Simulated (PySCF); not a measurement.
PySCF job for CH₇GeNSi₂, SMILES [SiH3][C]1=N[SiH2][GeH2]1, TDA-PBE/def2-SVPD. Coordinates come from a ωB97X-D3(BJ)/def2-SVP optimisation. The structure was generated by enumeration, and PubChem lists no compound with its InChIKey, so it may never have been made.

```python
import numpy as np
from pyscf import gto, scf, dft, tdscf

mol = gto.M(
    atom='''
    Si   -0.10553015    2.62873328    0.00000000
    C    -0.36227215    0.74958441   -0.00000000
    N    -1.53650544    0.21373655    0.00000000
    Si   -1.23931070   -1.56937179   -0.00000000
    Ge    0.98746225   -0.75009055    0.00000000
    H    -1.40319846    3.35740457   -0.00000000
    H     0.69345927    2.99249817    1.20842237
    H     0.69345927    2.99249817   -1.20842238
    H    -1.79344532   -2.23704753   -1.21148204
    H    -1.79344531   -2.23704753    1.21148205
    H     1.88066069   -0.84506565   -1.24896769
    H     1.88066068   -0.84506565    1.24896769
    ''',
    basis='def2-SVPD',
    charge=0,
    spin=0,
    symmetry=True,
    max_memory=1600,
    verbose=4,
)
mf = dft.RKS(mol, xc='pbe').density_fit(auxbasis='def2-universal-jkfit')
mf.grids.level = 3
mf.conv_tol = 1e-9
mf.max_cycle = 100
mf.kernel()
mf.grids = dft.Grids(mol).set(level=1).build(with_non0tab=True)  # coarser grid for the response kernel
td = tdscf.TDA(mf)
td.singlet = True
td.nstates = 10
td.conv_tol = 1e-4
td.positive_eig_threshold = 1e-6
td.kernel(x0=td.get_init_guess(mf, 15))
td.analyze()
tt = tdscf.TDA(mf)
tt.singlet = False
tt.nstates = 4
tt.conv_tol = 1e-4
tt.positive_eig_threshold = 1e-6
tt.kernel(x0=tt.get_init_guess(mf, 9))
tt.analyze(verbose=3)
```

Program output:

```
PySCF version 2.14.0

[INPUT] verbose = 4
[INPUT] num. atoms = 12
[INPUT] num. electrons = 80
[INPUT] charge = 0
[INPUT] spin (= nelec alpha-beta = 2S) = 0
[INPUT] symmetry True subgroup None
[INPUT] Mole.unit = angstrom
[INPUT] Symbol           X                Y                Z      unit          X                Y                Z       unit  Magmom
[INPUT]  1 Si    -0.105530150000   2.628733280000   0.000000000000 AA   -0.199423081384   4.967585953730   0.000000000000 Bohr   0.0
[INPUT]  2 C     -0.362272150000   0.749584410000   0.000000000000 AA   -0.684595146057   1.416509242144   0.000000000000 Bohr   0.0
[INPUT]  3 N     -1.536505440000   0.213736550000   0.000000000000 AA   -2.903574470504   0.403903542309   0.000000000000 Bohr   0.0
[INPUT]  4 Si    -1.239310700000  -1.569371790000   0.000000000000 AA   -2.341957806243  -2.965682870718   0.000000000000 Bohr   0.0
[INPUT]  5 Ge     0.987462250000  -0.750090550000   0.000000000000 AA    1.866033210847  -1.417465708124   0.000000000000 Bohr   0.0
[INPUT]  6 H     -1.403198460000   3.357404570000   0.000000000000 AA   -2.651660787811   6.344575126663   0.000000000000 Bohr   0.0
[INPUT]  7 H      0.693459270000   2.992498170000   1.208422370000 AA    1.310448098841   5.655001969562   2.283587322098 Bohr   0.0
[INPUT]  8 H      0.693459270000   2.992498170000  -1.208422380000 AA    1.310448098841   5.655001969562  -2.283587340995 Bohr   0.0
[INPUT]  9 H     -1.793445320000  -2.237047530000  -1.211482040000 AA   -3.389120474183  -4.227407159335  -2.289369260429 Bohr   0.0
[INPUT] 10 H     -1.793445310000  -2.237047530000   1.211482050000 AA   -3.389120455286  -4.227407159335   2.289369279327 Bohr   0.0
[INPUT] 11 H      1.880660690000  -0.845065650000  -1.248967690000 AA    3.553933637336  -1.596942635778  -2.360206872531 Bohr   0.0
[INPUT] 12 H      1.880660680000  -0.845065650000   1.248967690000 AA    3.553933618438  -1.596942635778   2.360206872531 Bohr   0.0

nuclear repulsion = 492.520641674744
point group symmetry = Cs
symmetry origin: [-1.41729468e-09  2.83458924e-09  5.55111512e-18]
symmetry axis x: [ 1.00000000e+00 -2.60209651e-09 -3.25157163e-10]
symmetry axis y: [-2.60209651e-09 -1.00000000e+00  2.83347116e-10]
symmetry axis z: [3.25157164e-10 2.83347120e-10 1.00000000e+00]
num. orbitals of irrep A' = 118
num. orbitals of irrep A" = 64
number of shells = 78
number of NR pGTOs = 294
number of NR cGTOs = 182
basis = def2-SVPD
ecp = {}


[settings echo left out]
init E= -2751.32901451628
HOMO (A') = -0.252351861074629  LUMO (A") = -0.140198289941079  gap/eV = 3.05185
cycle= 1 E= -2751.70331817254  delta_E= -0.374  |g|= 0.617  |ddm|= 4.46
HOMO (A') = -0.116017808685788  LUMO (A') = -0.0537324957461256  gap/eV = 1.69487
cycle= 2 E= -2751.39323569822  delta_E= 0.31  |g|= 1.27  |ddm|=  5.2
HOMO (A') = -0.211001044388258  LUMO (A") = -0.105526704284721  gap/eV = 2.87010
cycle= 3 E= -2751.7255259506  delta_E= -0.332  |g|= 0.398  |ddm|= 4.62
HOMO (A') = -0.195428026539362  LUMO (A") = -0.0966561377002  gap/eV = 2.68772
cycle= 4 E= -2751.7623464623  delta_E= -0.0368  |g|= 0.0781  |ddm|= 0.676
HOMO (A') = -0.191351574790885  LUMO (A") = -0.0884574102033202  gap/eV = 2.79989
cycle= 5 E= -2751.7628344513  delta_E= -0.000488  |g|= 0.0618  |ddm|= 0.225
HOMO (A') = -0.196138594432086  LUMO (A") = -0.0948304129834541  gap/eV = 2.75674
cycle= 6 E= -2751.76399942838  delta_E= -0.00116  |g|= 0.00948  |ddm|= 0.129
HOMO (A') = -0.195191161247515  LUMO (A") = -0.0939603027176799  gap/eV = 2.75463
cycle= 7 E= -2751.76402437504  delta_E= -2.49e-05  |g|= 0.00197  |ddm|= 0.0263
HOMO (A') = -0.195195729486689  LUMO (A") = -0.093964363603031  gap/eV = 2.75465
cycle= 8 E= -2751.76402595327  delta_E= -1.58e-06  |g|= 0.000358  |ddm|= 0.00542
HOMO (A') = -0.195208064673977  LUMO (A") = -0.0939732703306442  gap/eV = 2.75474
cycle= 9 E= -2751.76402600224  delta_E= -4.9e-08  |g|= 0.000123  |ddm|= 0.0011
HOMO (A') = -0.19521055724549  LUMO (A") = -0.0939743023008628  gap/eV = 2.75478
cycle= 10 E= -2751.76402600746  delta_E= -5.22e-09  |g|= 1.98e-05  |ddm|= 0.000346
HOMO (A') = -0.195212033218482  LUMO (A") = -0.0939757321934565  gap/eV = 2.75478
cycle= 11 E= -2751.7640260076  delta_E= -1.37e-10  |g|= 5.14e-06  |ddm|= 5.47e-05
HOMO (A') = -0.195210741473739  LUMO (A") = -0.093974464157542  gap/eV = 2.75478
Extra cycle  E= -2751.7640260076  delta_E= 6.37e-12  |g|= 8.04e-06  |ddm|= 3.98e-05
converged SCF energy = -2751.7640260076
tot grids = 47848
Overwritten attributes  positive_eig_threshold  of <class 'pyscf.tdscf.rks.TDA'>


******** <class 'pyscf.tdscf.rks.TDA'> for <class 'pyscf.df.df_jk.DFSymAdaptedRKS'> ********
nstates = 10 singlet
deg_eia_thresh = 1.000e-03
wfnsym = None
conv_tol = 0.0001
eigh lindep = 1e-12
eigh level_shift = 0
eigh max_cycle = 100


Excitation energies (eV)
[3.0633189  4.10115861 4.19359772 4.33179008 4.93630826 4.97140097
 5.46082736 5.66665254 5.69253996 5.89265742]

** Singlet excitation energies and oscillator strengths **
Excited State   1:   A"      3.06332 eV    404.74 nm  f=0.0000
      40 -> 41       -0.70441
Excited State   2:   A'      4.10116 eV    302.32 nm  f=0.0002
      40 -> 42       -0.69948
Excited State   3:   A"      4.19360 eV    295.65 nm  f=0.0000
      39 -> 41        0.70589
Excited State   4:   A'      4.33179 eV    286.22 nm  f=0.0135
      40 -> 43       -0.69047
Excited State   5:   A'      4.93631 eV    251.17 nm  f=0.0384
      40 -> 45       -0.69398
Excited State   6:   A"      4.97140 eV    249.39 nm  f=0.0014
      40 -> 44        0.70129
Excited State   7:   A'      5.46083 eV    227.04 nm  f=0.0703
      39 -> 43       -0.11902
      40 -> 46       -0.67483
Excited State   8:   A'      5.66665 eV    218.80 nm  f=0.0226
      38 -> 41        0.13170
      40 -> 47        0.68301
Excited State   9:   A'      5.69254 eV    217.80 nm  f=0.0238
      37 -> 41       -0.15310
      38 -> 41       -0.28400
      39 -> 42       -0.43350
      39 -> 43       -0.39270
      40 -> 46        0.10452
      40 -> 48       -0.13283
      40 -> 50       -0.10907
Excited State  10:   A'      5.89266 eV    210.40 nm  f=0.0202
      37 -> 41       -0.19717
      39 -> 43       -0.19013
      40 -> 48        0.63854

** Transition electric dipole moments (AU) **
state          X           Y           Z        Dip. S.      Osc.
  1        -0.0000     -0.0000     -0.0162      0.0003      0.0000
  2         0.0139     -0.0443     -0.0000      0.0022      0.0002
  3        -0.0000     -0.0000     -0.0219      0.0005      0.0000
  4         0.2655     -0.2386     -0.0000      0.1274      0.0135
  5         0.4660     -0.3167     -0.0000      0.3175      0.0384
  6         0.0000      0.0000     -0.1067      0.0114      0.0014
  7         0.0260      0.7244      0.0000      0.5255      0.0703
  8        -0.1587      0.3714     -0.0000      0.1631      0.0226
  9        -0.1939     -0.3645      0.0000      0.1705      0.0238
 10         0.3072     -0.2135     -0.0000      0.1399      0.0202

** Transition velocity dipole moments (imaginary part, AU) **
state          X           Y           Z        Dip. S.      Osc.
  1         0.0000      0.0000      0.0072      0.0001      0.0003
  2        -0.0062     -0.0010      0.0000      0.0000      0.0002
  3         0.0000     -0.0000      0.0130      0.0002      0.0007
  4         0.0012     -0.0111      0.0000      0.0001      0.0005
  5         0.0443     -0.0443      0.0000      0.0039      0.0144
  6        -0.0000     -0.0000      0.0049      0.0000      0.0001
  7         0.0078      0.1126      0.0000      0.0127      0.0423
  8        -0.0215      0.0827      0.0000      0.0073      0.0234
  9        -0.0561     -0.0566      0.0000      0.0064      0.0202
 10         0.0365     -0.0308      0.0000      0.0023      0.0070

** Transition magnetic dipole moments (imaginary part, AU) **
state          X           Y           Z
  1         0.7687      0.5694     -0.0000
  2         0.0000     -0.0000     -0.1020
  3        -0.1030     -0.0232      0.0000
  4         0.0000     -0.0000      1.7037
  5         0.0000     -0.0000      0.6049
  6        -0.0588     -0.2171      0.0000
  7        -0.0000     -0.0000      0.4585
  8         0.0000     -0.0000      0.1599
  9         0.0000      0.0000      1.1244
 10        -0.0000     -0.0000     -0.5239


******** <class 'pyscf.tdscf.rks.TDA'> for <class 'pyscf.df.df_jk.DFSymAdaptedRKS'> ********
nstates = 4 triplet
deg_eia_thresh = 1.000e-03
wfnsym = None
conv_tol = 0.0001
eigh lindep = 1e-12
eigh level_shift = 0
eigh max_cycle = 100


Excitation energies (eV)
[2.39262944 3.94360924 4.01087753 4.03245062]

** Triplet excitation energies and oscillator strengths **
Excited State   1:   A"      2.39263 eV    518.19 nm  f=0.0000
Excited State   2:   A'      3.94361 eV    314.39 nm  f=0.0000
Excited State   3:   A"      4.01088 eV    309.12 nm  f=0.0000
Excited State   4:   A'      4.03245 eV    307.47 nm  f=0.0000
```

Self-consistency was reached.

Cost: very roughly 80 core-seconds.
